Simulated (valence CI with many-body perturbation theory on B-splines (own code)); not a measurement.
Results of a calculation; reference values are marked as such.
**Ladder of approximations for Sr XVI**

Level of theory: relativistic CI+MBPT: five valence electrons over a frozen Dirac-Fock core [Ar], a basis of 7 s, 7 p, 8 d, 6 f, 4 g, 1 h functions for each j, with the one-electron correlation potential Σ1, the two-electron term Σ2, the three-electron term Σ3, Breit, model QED; selected CI, second order for the rest (own B-spline code, finite nucleus).

No measured levels were compared; by estimate terms of the open shell hold to 2 to 4 % of their energy, and close levels can change places. Core correlation moves these levels by up to 10000 cm⁻¹, and in measured spectra 5 to 20 % of such shifts remained as error; rates that hang on mixing are uncertain with them. Only levels of the ground parity were solved; by the run's estimate the other parity begins above the list, which can be wrong where configurations are misplaced.

Each rung adds one term. CI alone is the Dirac-Coulomb CI over the frozen core; QED comes last and gives the full result, which names the levels. Energies are above 3d5 6S_5/2 on the same rung, in cm⁻¹.

Names give the largest LS component (configuration and term), which can be under half, so a name can repeat, a term be missing and a line seem to break the LS rules; names also repeat where a configuration has a term twice. Letters in brackets count levels of one name in rising energy.

| Level | CI alone | Σ1 | Σ2 | Σ3 | Breit | QED | Full |
| --- | --- | --- | --- | --- | --- | --- | --- |
| 3d5 4G_5/2 | 82128 | +75 | -2734 | -1257 | +688 | -34 | 78866 |
| 3d5 4G_11/2 | 86286 | +241 | -2072 | -1128 | -1124 | +3.8 | 82207 |
| 3d5 4G_7/2 | 85397 | +219 | -2230 | -956 | -120 | -2.4 | 82306 |
| 3d5 4G_9/2 | 86983 | +273 | -2031 | -1023 | -698 | +9.1 | 83513 |
| 3d5 4P_5/2 | 89301 | +144 | -2978 | -1363 | +476 | -17 | 85562 |
| 3d5 4P_3/2 | 92042 | +156 | -3202 | -1487 | +582 | -20 | 88071 |
| 3d5 4P_1/2 | 96071 | +240 | -2743 | -1628 | +308 | -2.3 | 92245 |
| 3d5 4D_7/2 | 104681 | +300 | -4297 | -476 | -275 | +6.1 | 99938 |
| 3d5 4D_1/2 | 110008 | +429 | -3729 | -874 | -101 | +32 | 105762 |
| 3d5 4D_5/2 | 110877 | +393 | -3605 | -890 | -382 | +24 | 106417 |
| 3d5 4D_3/2 | 112231 | +469 | -3262 | -1067 | -374 | +39 | 108037 |
| 3d5 2I_11/2 | 122020 | +310 | -1739 | -2116 | -731 | -2.3 | 117743 |
| 3d5 2I_13/2 | 126609 | +429 | -1467 | -2065 | -1834 | +21 | 121693 |
| 3d5 2D_5/2 [a] | 130117 | +397 | -3216 | -1978 | +97 | +15 | 125431 |
| 3d5 2D_3/2 [a] | 134002 | +348 | -3855 | -1921 | +203 | +0.6 | 128778 |
| 3d5 2F_7/2 [a] | 137348 | +306 | -4306 | -2237 | +13 | -14 | 131111 |
| 3d5 4F_9/2 | 138466 | +326 | -4263 | -1064 | -325 | -9.6 | 133131 |
| 3d5 4F_5/2 | 143780 | +485 | -3755 | -1396 | -118 | +20 | 139015 |
| 3d5 2F_7/2 [b] | 148310 | +619 | -3050 | -1048 | -833 | +51 | 144049 |
| 3d5 2H_9/2 | 149486 | +475 | -2711 | -1916 | -665 | +18 | 144688 |
| 3d5 4F_3/2 | 151260 | +643 | -3646 | -1514 | -462 | +51 | 146332 |
| 3d5 2G_7/2 [a] | 158652 | +565 | -4849 | -1666 | -858 | +31 | 151875 |
| 3d5 2H_11/2 | 159760 | +695 | -1356 | -2498 | -1741 | +62 | 154922 |
| 3d5 2F_5/2 [a] | 160373 | +703 | -4512 | -16 | -701 | +62 | 155909 |
| 3d5 2G_9/2 [a] | 166448 | +727 | -3500 | -1605 | -1373 | +64 | 160761 |
| 3d5 2F_5/2 [b] | 170845 | +745 | -4436 | -3392 | -837 | +65 | 162990 |
| 3d5 2F_7/2 [c] | 170257 | +628 | -5909 | -181 | -839 | +42 | 163997 |
| 3d5 2S_1/2 | 183787 | +575 | -8629 | -578 | -48 | +23 | 175130 |
| 3d5 2D_3/2 [b] | 202836 | +639 | -6929 | -1339 | +90 | +23 | 195319 |
| 3d5 2D_5/2 [b] | 206770 | +767 | -6630 | -1000 | -633 | +49 | 199324 |
| 3d5 2G_9/2 [b] | 224987 | +726 | -6846 | -785 | -781 | +29 | 217330 |

The middle columns are the shifts that each term adds.

(1) How does the ionisation energy move along the ladder, and which term matters most?

Results:

(1) CI alone 551.54, + Σ1 553.73, + Σ2 561.28, + Σ3 561.30, + Breit 561.34, + QED 561.35 eV. The largest step is Σ2, 7.55 eV. NIST lists 562 ± 3 eV (theoretical).
